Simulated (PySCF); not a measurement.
A GIAO shielding run with PySCF (density fitting, non-relativistic, gas phase) on SMILES C#C[C@@H]1[SiH2]SCS[C@H]1F, C5H7FS2Si:

```
$ OMP_NUM_THREADS=1 python probes_run.py task.json out

{"job": {"kind": "nmr", "xc": "PBE0", "basis": "pcSseg-1"}, "charge": 0, "multiplicity": 1}
C      2.636031     0.166440     1.273714
C      1.871070     0.087574     0.356544
C      0.899858     0.011850    -0.709803
Si    -0.258834     1.547615    -0.669399
S     -1.483221     1.407282     1.085896
C     -2.014164    -0.329247     0.898551
S     -0.698037    -1.570791     0.994583
C      0.122795    -1.296265    -0.618188
F     -0.814552    -1.339249    -1.621575
H      3.323862     0.227089     2.062745
H      1.428546     0.002570    -1.670087
H      0.535679     2.745442    -0.479618
H     -1.111153     1.511085    -1.854538
H     -2.679732    -0.542713     1.730844
H     -2.538761    -0.450017    -0.046420
H      0.773014    -2.169721    -0.744659
```

Hardware: 1 thread of an Arm Neoverse N1, shared host. The job also computes population analyses, field gradients, ring-centre shieldings.

(1) How large is the calculation?

(2) How long does it take, and how much memory does it need?

## Answers

(1) 92 electrons, 209 basis functions and 1153 auxiliary functions.

(2) 85 s of wall time, with 14 SCF cycles and 5 response iterations; peak memory 0.92 GiB. Times on a shared host scatter by some tens of per cent.
